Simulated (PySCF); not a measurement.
C₆H₇F₂N.
Geometry (GFN2-xTB, Å), atoms numbered from 1 in this order:
```
atom  x, y, z in Å
N1    -2.8393   -1.1467    1.5770
C2    -1.9784   -0.9132    0.8632
C3    -0.8759   -0.5991   -0.0088
C4     0.4832   -0.9761    0.5974
C5     1.4710   -0.1202   -0.1905
F6     1.7663   -0.7516   -1.3819
C7     0.7413    1.1970   -0.4679
C8    -0.7601    0.9141   -0.2946
F9    -1.4536    1.2350   -1.4349
H10   -1.0180   -1.1141   -0.9660
H11    0.5188   -0.7043    1.6531
H12    0.7026   -2.0376    0.4936
H13    2.4311    0.0136    0.3171
H14    1.0761    1.9751    0.2149
H15    0.9342    1.5231   -1.4905
H16   -1.2069    1.5139    0.5073
```

Definitions: NICS(0) = −σiso at the ring centroid; NICS(1) = −σiso and NICS(1)zz = −σzz at ±1 Å along the ring normal z. Level: GIAO PBE0/pcSseg-1 (PySCF, non-relativistic, gas phase) on the GFN2-xTB geometry, one conformer.

Ring bond lengths (Å), with Mayer bond orders in brackets: C3–C4 1.535 (0.95), C4–C5 1.526 (1.02), C5–C7 1.531 (1.01), C7–C8 1.538 (1.02), C8–C3 1.544 (0.96).

**Question.** What do the NICS probes read (ppm)?

**Answer.** 
| ring | type | NICS(0) | NICS(1), two faces | NICS(1)zz, two faces | rms pucker (Å) | centre to ring atoms, mean (Å) |
| --- | --- | --- | --- | --- | --- | --- |
| C3–C4–C5–C7–C8 | 5-membered carbocycle; formal bonds all single | -4.2 | -4.7 / -2.1 | -4.1 / 0.3 | 0.17 | 1.29 |

**Question.** What do they say, and how far can they be read as aromaticity?

**Answer.** 
- C3–C4–C5–C7–C8: mean NICS(1)zz -1.9 ppm, near zero. C3, C4, C5, C7, C8 have four or more neighbours, so the value isn't read as a sign of a π ring current. The two faces differ by 4.4 ppm, so no symmetry operation interchanges them.

**Question.** What are the shieldings of the ring atoms and their hydrogens in the same run (means over atoms taken as equivalent)?

**Answer.** 
```tsv
atoms	environment	σ isotropic (ppm)	principal values of the symmetric part, first atom (ppm)
C3	sp3 carbon next to a nitrile	151.4	127.5, 153.6, 173.1
C4	ring CH2 carbon	144.2	117.7, 145.0, 169.7
C5	sp3 C–F carbon	90.3	61.5, 81.2, 128.1
C7	ring CH2 carbon	141.4	112.2, 148.7, 163.4
C8	sp3 C–F carbon	84.2	45.9, 80.8, 126.0
H10	methine hydrogen	28.42	25.1, 27.9, 32.2
H11	methylene hydrogen	29.92	25.9, 28.8, 35.1
H12	methylene hydrogen	29.08	25.2, 27.2, 34.9
H13	methine hydrogen	26.52	22.8, 26.2, 30.6
H14	methylene hydrogen	29.10	25.0, 27.8, 34.5
H15	methylene hydrogen	29.14	25.5, 27.7, 34.3
H16	methine hydrogen	26.24	24.7, 25.8, 28.1
```

Time: 23 s of wall time. Hardware: one thread of an x86-64 server, shared host. This is the whole shielding run at PBE0/pcSseg-1, SCF included.
